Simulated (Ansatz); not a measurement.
Relaxation of Li5H10⁻ with RKS PBE-D4/def2-TZVPD.

```sh
$ ansatz run in.yaml --threads 4 --pin off --events-out ev --progress --plain --max-ram 3916MiB
```

```yaml
crystal:
  periodic: [false, false, false]
  atoms:
    - {symbol: Li, position_ang: [-1.320720, 0.125710, -2.231350]}
    - {symbol: Li, position_ang: [0.199760, -0.052030, 1.734740]}
    - {symbol: Li, position_ang: [-1.212750, 1.685180, -0.523100]}
    - {symbol: Li, position_ang: [-1.609720, -0.908290, 0.031000]}
    - {symbol: Li, position_ang: [1.106570, -0.640280, -0.815870]}
    - {symbol: H, position_ang: [-2.579700, 0.372700, -0.920360]}
    - {symbol: H, position_ang: [2.738430, -0.535560, -1.634360]}
    - {symbol: H, position_ang: [0.401550, -0.101100, 3.536570]}
    - {symbol: H, position_ang: [-0.534620, 1.671380, -2.213420]}
    - {symbol: H, position_ang: [-0.430280, -1.271310, -1.544450]}
    - {symbol: H, position_ang: [-0.401570, 1.553770, 1.014620]}
    - {symbol: H, position_ang: [1.663770, -0.635620, 0.805370]}
    - {symbol: H, position_ang: [-1.171500, -1.232840, 1.678590]}
    - {symbol: H, position_ang: [0.872590, 0.493560, 3.346020]}
    - {symbol: H, position_ang: [2.278170, -0.525260, -2.263990]}
basis:
  gaussian: {orbitals: def2-TZVPD}
total_charge: -1
hamiltonian: {xc: pbe, dispersion: d4}
scf: {lower_state_search: "off"}
output: {orbitals: {seedname: orbitals}}
relax: {f_tol: 0.02, max_steps: 100}
```

Hardware: 4 threads of Arm Neoverse V2 on a shared host. Wall time 17 s.

Positions (Å) and forces (eV/Å) at steps 1, 2, 3, 4, 5, 6, 7, 8, 10, 11, 13, 15 of 15:

```xyz
15
step=1 energy=-1182.7560 eV
Li   -1.321    0.126   -2.231   -0.071   -0.093   -0.216
Li    0.200   -0.052    1.735   -0.159    0.008   -0.597
Li   -1.213    1.685   -0.523   -0.009    0.236    0.143
Li   -1.610   -0.908    0.031   -0.123   -0.088    0.105
Li    1.107   -0.640   -0.816   -0.472    0.042    0.307
H    -2.580    0.373   -0.920    0.196   -0.077   -0.050
H     2.738   -0.536   -1.634   -0.213    0.022   -0.542
H     0.402   -0.101    3.537    0.428    0.538    0.016
H    -0.535    1.671   -2.213    0.084   -0.015   -0.031
H    -0.430   -1.271   -1.544    0.021    0.102    0.058
H    -0.402    1.554    1.015    0.050   -0.147    0.011
H     1.664   -0.636    0.805    0.144    0.010   -0.048
H    -1.171   -1.233    1.679    0.058   -0.036    0.128
H     0.873    0.494    3.346   -0.380   -0.508    0.345
H     2.278   -0.525   -2.264    0.446    0.005    0.370
15
step=2 energy=-1182.8656 eV
Li   -1.317    0.126   -2.302    0.008   -0.110    0.115
Li    0.201   -0.088    1.608    0.058    0.019    0.090
Li   -1.173    1.752   -0.562    0.030   -0.100    0.040
Li   -1.679   -0.976    0.118   -0.076    0.094   -0.161
Li    0.967   -0.542   -0.723   -0.042    0.101   -0.025
H    -2.448    0.337   -0.931   -0.180    0.123    0.011
H     2.659   -0.493   -1.600    0.050   -0.005   -0.024
H     0.380   -0.117    3.498   -0.018    0.009    0.082
H    -0.444    1.636   -2.251    0.017    0.021   -0.018
H    -0.501   -1.216   -1.470    0.081   -0.098    0.035
H    -0.338    1.495    0.945   -0.007   -0.091   -0.079
H     1.783   -0.585    0.799   -0.061   -0.023   -0.040
H    -1.150   -1.301    1.764    0.041    0.026   -0.058
H     0.845    0.456    3.323    0.036    0.015    0.109
H     2.215   -0.484   -2.218    0.063    0.019   -0.076
15
step=3 energy=-1182.9342 eV
Li   -1.338    0.078   -2.284    0.012   -0.034    0.020
Li    0.225   -0.104    1.636    0.051   -0.057    0.033
Li   -1.164    1.717   -0.567   -0.004    0.003   -0.034
Li   -1.720   -0.906    0.093    0.022    0.011    0.010
Li    0.960   -0.490   -0.734   -0.035    0.121   -0.003
H    -2.533    0.395   -0.957   -0.022    0.021    0.000
H     2.691   -0.474   -1.644    0.056   -0.012    0.030
H     0.375   -0.114    3.589   -0.070   -0.046    0.051
H    -0.437    1.586   -2.261    0.028   -0.017    0.016
H    -0.482   -1.247   -1.446   -0.083    0.001    0.007
H    -0.314    1.424    0.910   -0.028   -0.043   -0.099
H     1.780   -0.585    0.779    0.005   -0.026    0.017
H    -1.153   -1.271    1.726   -0.012   -0.006   -0.010
H     0.852    0.449    3.426    0.071    0.061    0.050
H     2.259   -0.458   -2.267    0.009    0.022   -0.089
15
step=4 energy=-1183.0193 eV
Li   -1.381    0.011   -2.294   -0.010   -0.027    0.042
Li    0.271   -0.169    1.634    0.042   -0.131    0.135
Li   -1.163    1.709   -0.659   -0.008   -0.003   -0.016
Li   -1.746   -0.806    0.139    0.065   -0.006    0.068
Li    0.891   -0.340   -0.747    0.019    0.135    0.030
H    -2.585    0.457   -0.976    0.021    0.039   -0.039
H     2.747   -0.425   -1.698   -0.036   -0.015   -0.012
H     0.336   -0.119    3.728   -0.037    0.005   -0.034
H    -0.387    1.474   -2.312    0.028   -0.020    0.031
H    -0.549   -1.253   -1.362   -0.059    0.048   -0.013
H    -0.277    1.282    0.774   -0.039   -0.067   -0.210
H     1.803   -0.638    0.745   -0.017    0.009   -0.032
H    -1.186   -1.245    1.769   -0.021    0.010    0.026
H     0.873    0.401    3.604    0.025    0.002    0.015
H     2.353   -0.341   -2.343    0.025    0.021    0.009
15
step=5 energy=-1183.0936 eV
Li   -1.397   -0.011   -2.293    0.038    0.008    0.064
Li    0.308   -0.237    1.673   -0.013   -0.122   -0.042
Li   -1.183    1.723   -0.692    0.009   -0.088   -0.061
Li   -1.741   -0.764    0.162    0.163    0.057    0.058
Li    0.875   -0.219   -0.728   -0.106    0.152    0.037
H    -2.603    0.485   -0.992   -0.008    0.051   -0.030
H     2.734   -0.428   -1.705   -0.017   -0.016    0.002
H     0.315   -0.106    3.749   -0.044    0.007   -0.020
H    -0.355    1.431   -2.306    0.008    0.033    0.001
H    -0.549   -1.217   -1.329   -0.062   -0.015   -0.003
H    -0.260    1.134    0.649   -0.034   -0.066   -0.140
H     1.816   -0.631    0.725    0.048   -0.013    0.038
H    -1.204   -1.238    1.796   -0.017   -0.010    0.092
H     0.880    0.389    3.649    0.027   -0.002    0.003
H     2.364   -0.312   -2.358    0.009    0.024    0.002
15
step=6 energy=-1183.1591 eV
Li   -1.395   -0.039   -2.293    0.013    0.046    0.077
Li    0.347   -0.324    1.689   -0.026   -0.114   -0.082
Li   -1.191    1.732   -0.739   -0.023   -0.108   -0.065
Li   -1.705   -0.709    0.204    0.137    0.067    0.028
Li    0.828   -0.080   -0.705   -0.005   -0.036    0.002
H    -2.618    0.527   -1.014    0.020    0.035   -0.002
H     2.720   -0.431   -1.705   -0.074    0.014   -0.082
H     0.278   -0.086    3.761    0.078    0.100   -0.038
H    -0.342    1.424   -2.332    0.013    0.007    0.029
H    -0.564   -1.218   -1.293   -0.013    0.019    0.007
H    -0.252    0.983    0.527   -0.099    0.008   -0.042
H     1.851   -0.639    0.713    0.005    0.031    0.009
H    -1.225   -1.237    1.868    0.013    0.028    0.054
H     0.891    0.362    3.686   -0.096   -0.094    0.014
H     2.379   -0.265   -2.367    0.058   -0.002    0.091
15
step=7 energy=-1183.1877 eV
Li   -1.402   -0.074   -2.237    0.006   -0.009   -0.050
Li    0.359   -0.437    1.629    0.047    0.026    0.013
Li   -1.208    1.682   -0.794    0.016    0.195    0.061
Li   -1.651   -0.608    0.288   -0.112    0.004    0.011
Li    0.822   -0.037   -0.771   -0.067    0.001    0.055
H    -2.640    0.618   -1.058   -0.009   -0.061   -0.048
H     2.715   -0.401   -1.681   -0.021    0.007   -0.031
H     0.246   -0.053    3.641    0.019    0.030    0.013
H    -0.199    1.320   -2.239   -0.003   -0.070   -0.045
H    -0.623   -1.225   -1.195    0.056   -0.031   -0.005
H    -0.409    0.900    0.503    0.088   -0.054    0.085
H     1.878   -0.582    0.675   -0.022    0.020   -0.072
H    -1.243   -1.211    1.960    0.021   -0.027   -0.001
H     0.927    0.288    3.629   -0.045   -0.023   -0.016
H     2.427   -0.181   -2.350    0.025   -0.008    0.028
15
step=8 energy=-1183.1999 eV
Li   -1.396   -0.064   -2.227    0.004   -0.085   -0.045
Li    0.387   -0.452    1.628    0.042   -0.005    0.004
Li   -1.188    1.709   -0.772    0.024    0.059    0.028
Li   -1.666   -0.591    0.307   -0.024   -0.044   -0.004
Li    0.796   -0.036   -0.762    0.006   -0.005   -0.025
H    -2.626    0.604   -1.058   -0.008    0.021    0.028
H     2.685   -0.421   -1.684   -0.021    0.038   -0.072
H     0.191   -0.027    3.645    0.066    0.023   -0.043
H    -0.205    1.300   -2.253    0.003    0.019    0.030
H    -0.608   -1.233   -1.191   -0.016    0.014    0.006
H    -0.366    0.896    0.533   -0.037    0.028   -0.009
H     1.881   -0.572    0.620    0.010   -0.014    0.021
H    -1.208   -1.237    1.962   -0.018   -0.003   -0.015
H     0.884    0.289    3.612   -0.061   -0.009    0.026
H     2.438   -0.164   -2.359    0.031   -0.038    0.069
15
step=10 energy=-1183.2050 eV
Li   -1.412   -0.066   -2.213   -0.009    0.023    0.009
Li    0.415   -0.475    1.595   -0.003   -0.002   -0.002
Li   -1.191    1.736   -0.730   -0.008   -0.036   -0.008
Li   -1.680   -0.619    0.315    0.022    0.025   -0.004
Li    0.783   -0.013   -0.793   -0.012   -0.004    0.015
H    -2.632    0.629   -1.033   -0.014   -0.003    0.009
H     2.685   -0.412   -1.647    0.001    0.016   -0.138
H     0.175   -0.019    3.573    0.023    0.025    0.010
H    -0.207    1.303   -2.205    0.010    0.007    0.005
H    -0.627   -1.231   -1.182   -0.002   -0.007   -0.010
H    -0.385    0.894    0.560    0.004    0.002   -0.003
H     1.900   -0.572    0.581    0.001    0.010   -0.027
H    -1.182   -1.276    1.946    0.006   -0.004    0.012
H     0.841    0.352    3.604   -0.043   -0.023   -0.015
H     2.516   -0.231   -2.372    0.023   -0.028    0.145
15
step=11 energy=-1183.2076 eV
Li   -1.428   -0.054   -2.209   -0.009    0.018    0.010
Li    0.433   -0.481    1.589   -0.005    0.001    0.008
Li   -1.197    1.732   -0.715   -0.003   -0.014   -0.004
Li   -1.669   -0.616    0.323    0.003    0.006    0.001
Li    0.781   -0.017   -0.802   -0.005    0.008    0.007
H    -2.645    0.630   -1.013    0.008    0.001    0.007
H     2.713   -0.431   -1.644   -0.020    0.017   -0.083
H     0.147   -0.008    3.556    0.011    0.009   -0.006
H    -0.217    1.313   -2.194    0.004   -0.003   -0.003
H    -0.639   -1.228   -1.191    0.008   -0.001   -0.002
H    -0.376    0.894    0.567   -0.003   -0.012   -0.006
H     1.909   -0.568    0.560   -0.003   -0.002   -0.008
H    -1.162   -1.285    1.949    0.008   -0.002    0.002
H     0.813    0.362    3.588   -0.021   -0.004   -0.001
H     2.536   -0.244   -2.363    0.027   -0.021    0.079
15
step=13 energy=-1183.2101 eV
Li   -1.463   -0.016   -2.175   -0.001    0.004    0.007
Li    0.483   -0.518    1.576   -0.002    0.009    0.000
Li   -1.195    1.732   -0.652    0.001    0.005    0.006
Li   -1.643   -0.630    0.350   -0.006   -0.009    0.002
Li    0.774   -0.012   -0.819   -0.005    0.011    0.004
H    -2.654    0.647   -0.939    0.014   -0.002   -0.007
H     2.753   -0.472   -1.671   -0.013    0.010   -0.024
H     0.045    0.039    3.479    0.043    0.019    0.001
H    -0.233    1.340   -2.152   -0.008   -0.006    0.000
H    -0.654   -1.219   -1.205   -0.001    0.006    0.003
H    -0.360    0.863    0.597    0.001   -0.010   -0.012
H     1.931   -0.573    0.505    0.004   -0.012    0.008
H    -1.103   -1.335    1.955    0.003    0.003   -0.008
H     0.690    0.442    3.554   -0.040   -0.017    0.003
H     2.628   -0.291   -2.402    0.011   -0.010    0.019
15
step=15 energy=-1183.2107 eV
Li   -1.468   -0.006   -2.169    0.002   -0.001    0.001
Li    0.492   -0.517    1.577    0.001    0.004   -0.004
Li   -1.198    1.735   -0.637    0.001    0.000    0.001
Li   -1.637   -0.640    0.350   -0.001   -0.001   -0.002
Li    0.773   -0.007   -0.818   -0.006    0.003    0.001
H    -2.650    0.647   -0.927   -0.004    0.000    0.000
H     2.755   -0.481   -1.687    0.003   -0.001    0.002
H     0.029    0.041    3.474    0.013    0.009    0.004
H    -0.243    1.351   -2.144    0.001    0.001   -0.001
H    -0.654   -1.214   -1.211   -0.002   -0.002    0.001
H    -0.355    0.853    0.594    0.005    0.002    0.000
H     1.936   -0.582    0.500    0.000    0.001   -0.001
H    -1.089   -1.337    1.954    0.000   -0.004    0.000
H     0.658    0.466    3.565   -0.014   -0.010    0.000
H     2.652   -0.308   -2.422    0.000   -0.002   -0.001
```

The structure comes from a short search, and lower isomers may exist.
